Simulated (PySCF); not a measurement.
C3H2F3, SMILES [CH]=CC(F)(F)F, multiplicity 2.

Geometry optimised at PBE0-D3(BJ)/def2-SVP. The isomer is the one that the SMILES or the coordinates give; other isomers of the formula were not compared.

Computed with TDA-CAM-B3LYP/def2-SVPD run with PySCF.

Vertical excitations. Gas-phase values at a fixed geometry.

Computed lowest excited states:
| state | energy (eV) | λ (nm) | f | main pairs |
|---|---|---|---|---|
| root 1 | 3.40 | 364 | 0.001 | α HOMO→LUMO 5 %, β HOMO→LUMO 93 % |
| root 2 | 4.60 | 269 | 0.002 | α HOMO→LUMO 93 %, β HOMO→LUMO 5 % |
| root 3 | 4.69 | 265 | 0.000 | α HOMO−1→LUMO 50 %, β HOMO→LUMO+1 47 % |
| root 4 | 7.14 | 174 | 0.003 | α HOMO→LUMO+1 7 %, β HOMO−1→LUMO 77 % |
| root 5 | 7.28 | 170 | 0.006 | α HOMO→LUMO+1 78 %, β HOMO−1→LUMO 7 % |
| root 6 | 7.87 | 158 | 0.075 | α HOMO−1→LUMO 10 %, β HOMO−3→LUMO 33 %, β HOMO−7→LUMO 19 %, β HOMO−5→LUMO 19 %, β HOMO→LUMO+1 12 % |
| root 7 | 8.31 | 149 | 0.028 | α HOMO→LUMO+2 53 %, α HOMO→LUMO+3 29 % |
| root 8 | 8.35 | 148 | 0.005 | α HOMO−1→LUMO+1 17 %, β HOMO→LUMO+2 74 % |
| root 9 | 8.56 | 145 | 0.043 | α HOMO−1→LUMO+1 75 %, β HOMO→LUMO+2 17 % |
| root 10 | 8.59 | 144 | 0.330 | α HOMO→LUMO+3 23 %, α HOMO−1→LUMO 17 %, β HOMO−3→LUMO 19 %, β HOMO→LUMO+1 17 %, β HOMO−1→LUMO 5 % |
Unrestricted roots are not spin-pure.
